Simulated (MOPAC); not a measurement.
Job for MOPAC: PM6 on hydrogen selenide (SMILES [SeH2]), a point of a bond scan (R = 2.206 Å).

```
PM6 1SCF PRECISE CHARGE=0 THREADS=1
H2Se

Se     0.00006887 1     0.05705775 1     0.00248776 1
H     -1.57879857 1    -1.48186591 1    -0.05853806 1
H      1.05016787 1    -0.97107215 1    -0.04638768 1
```

Output:

```
*******************************************************************************
 **                                                                           **
 **                              MOPAC v23.2.5                                **
 **                                                                           **
 *******************************************************************************
 ** MOPAC's Digital Object Identifier: https://doi.org/10.5281/zenodo.6511958 **
 **                                                                           **
 ** Please cite the open-source release paper for use of this MOPAC version:  **
 ** J. E. Moussa and J. J. P. Stewart (2026)                                  **
 ** MOPAC: An open-source semiempirical molecular orbital program             **
 ** J. Open Source Softw., 11(119), 8025, https://doi.org/10.21105/joss.08025 **
 *******************************************************************************

                              PM6 CALCULATION RESULTS

 *******************************************************************************
 *  PM6        - The PM6 Hamiltonian to be used
 *
 *
 *
 *                 CHARGE ON SYSTEM = 0
 *
 *
 *
 *  PRECISE    - TIGHTER CRITERIA TO BE USED
 *  1SCF       - DO 1 SCF AND THEN STOP
 *  THREADS=1  - MULTI-THREADING NOT USED
 *  T=         - A TIME OF 172800.0 SECONDS REQUESTED
 *  DUMP=N     - RESTART FILE WRITTEN EVERY 7200.0 SECONDS REQUESTED
 *******************************************************************************
PM6 1SCF PRECISE CHARGE=0 THREADS=1
 H2Se

   ATOM   CHEMICAL          X               Y               Z
  NUMBER   SYMBOL      (ANGSTROMS)     (ANGSTROMS)     (ANGSTROMS)

     1      Se          0.00006887  *   0.05705775  *   0.00248776  *
     2       H         -1.57879857  *  -1.48186591  *  -0.05853806  *
     3       H          1.05016787  *  -0.97107215  *  -0.04638768  *



          CARTESIAN COORDINATES

    NO.       ATOM           X           Y           Z

     1        Se          0.0001      0.0571      0.0025
     2         H         -1.5788     -1.4819     -0.0585
     3         H          1.0502     -0.9711     -0.0464

 General Reference for PM6:
 "Optimization of Parameters for Semiempirical Methods V: Modification of NDDO Approximations
 and Application to 70 Elements", J. J. P. Stewart, J. Mol. Mod., 13, 1173-1213 (2007)
 URL: https://link.springer.com/article/10.1007/s00894-007-0233-4

           Empirical Formula: H2 Se  =     3 atoms



      MOLECULAR POINT GROUP   :   Cs


      RHF CALCULATION, NO. OF DOUBLY OCCUPIED LEVELS = 4


 -------------------------------------------------------------------------------
 PM6 1SCF PRECISE CHARGE=0 THREADS=1
 H2Se



     1SCF WAS SPECIFIED, SO BFGS WAS NOT USED
     SCF FIELD WAS ACHIEVED


                              PM6 CALCULATION
                                                       MOPAC v23.2.5 Linux




          FINAL HEAT OF FORMATION =         63.39427 KCAL/MOL =     265.24163 KJ/MOL


          COSMO AREA              =         70.59 SQUARE ANGSTROMS
          COSMO VOLUME            =         52.75 CUBIC ANGSTROMS

          IONIZATION POTENTIAL    =          8.509203 EV
          HOMO LUMO ENERGIES (EV) =         -8.509 -0.973
          NO. OF FILLED LEVELS    =          4
          MOLECULAR WEIGHT        =         80.9758         POINT GROUP:  Cs

          MOLECULAR DIMENSIONS (Angstroms)

            Atom       Atom       Distance
            H     3    H     2     2.67816
            H     2   Se     1     1.21069
           Se     1    H     2     0.00000


          SCF CALCULATIONS        =          1





   ATOM   CHEMICAL          X               Y               Z
  NUMBER   SYMBOL      (ANGSTROMS)     (ANGSTROMS)     (ANGSTROMS)

     1      Se          0.00006887  *   0.05705775  *   0.00248776  *
     2       H         -1.57879857  *  -1.48186591  *  -0.05853806  *
     3       H          1.05016787  *  -0.97107215  *  -0.04638768  *

                             CARTESIAN COORDINATES

   1   Se        0.000068870     0.057057750     0.002487760
   2    H       -1.578798570    -1.481865910    -0.058538060
   3    H        1.050167870    -0.971072150    -0.046387680


           Empirical Formula: H2 Se  =     3 atoms



      MOLECULAR POINT GROUP   :   Cs


                  EIGENVALUES
 -23.37366 -13.48575 -10.53235  -8.50920  -0.97285   2.07245


              NET ATOMIC CHARGES AND DIPOLE CONTRIBUTIONS

  ATOM NO.   TYPE          CHARGE      No. of ELECS.   s-Pop       p-Pop
    1         Se          -0.272839        6.2728     1.99176     4.28107
    2          H           0.209845        0.7902     0.79015
    3          H           0.062994        0.9370     0.93701
 DIPOLE           X         Y         Z       TOTAL
 POINT-CHG.    -1.274    -1.862    -0.076     2.257
 HYBRID         0.186    -0.443    -0.020     0.481
 SUM           -1.088    -2.306    -0.096     2.551


          ATOMIC ORBITAL ELECTRON POPULATIONS

     Atom    s        px        py        pz
    1 Se   1.99176   1.15994   1.12284   1.99830
    2  H   0.79015
    3  H   0.93701

 **********************
 *                    *
 * JOB ENDED NORMALLY *
 *                    *
 **********************




 == MOPAC DONE ==
```

The run finished.

Cost: roughly 0.03 core-seconds.
